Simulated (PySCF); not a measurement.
Compound: B₃H₉N₂.
SMILES: `B[NH+]1[BH2-][NH2+][BH2-]1`

The closed-shell SCF was solved with PySCF and density fitting under several settings on one GFN2-xTB geometry (grid level 2 and gas phase unless stated).

| settings | basis functions | SCF cycles | E (Eh) | HOMO (eV) | LUMO (eV) | dipole (D) |
| --- | --- | --- | --- | --- | --- | --- |
| PBE0/pcSseg-1 | 130 | 12 | -189.2832 | -8.37 | -1.00 | 1.69 |
| CAM-B3LYP/def2-SVPD | 172 | 12 | -189.3161 | -9.79 | -0.01 | 1.66 |
| KT2/pcSseg-0, IEF-PCM chloroform, grid level 1 | 63 | 9 | -192.4105 | -7.10 | -1.92 | 2.10 |
| CAM-B3LYP/def2-TZVP, IEF-PCM tetrahydrofuran | 209 | 12 | -189.5245 | -9.66 | 0.10 | 2.09 |

Q: Estimate the row for these settings: PBE0/6-31G*.

A: 
```
   settings  basis functions  SCF cycles     E (Eh)  HOMO (eV)  LUMO (eV)  dipole (D)
PBE0/6-31G*               88          12  -189.2988      -8.13      -0.57        1.82
```

Q: Over all rows, what range does the HOMO–LUMO gap span?

A: From 5.18 eV (KT2/pcSseg-0, IEF-PCM chloroform, grid level 1) to 9.78 eV (CAM-B3LYP/def2-SVPD). The functional of the narrowest has no exact exchange, that of the widest range-separated exact exchange.

Q: And the dipole moment?

A: From 1.66 D (CAM-B3LYP/def2-SVPD) to 2.10 D (KT2/pcSseg-0, IEF-PCM chloroform, grid level 1); the largest is 1.27 times the smallest, and the median is 1.82 D.

Q: Compare two rows with the functional PBE0: PBE0/pcSseg-1 and PBE0/6-31G*. Which energy is lower, and by how much?

A: PBE0/6-31G* (88 functions) lies 0.0156 Eh or 9.8 kcal/mol below PBE0/pcSseg-1 (130 functions). The smaller set gives the lower energy; the two sets aren't nested, so the variational bound doesn't order them by size.

Cycle counts include a coarse-grid stage where the run had one. All basis functions are spherical, in the Pople sets too. KT2 was designed for NMR shieldings or shifts; total energies of different functionals aren't comparable. The species at its GFN2-xTB geometry (one conformer only).
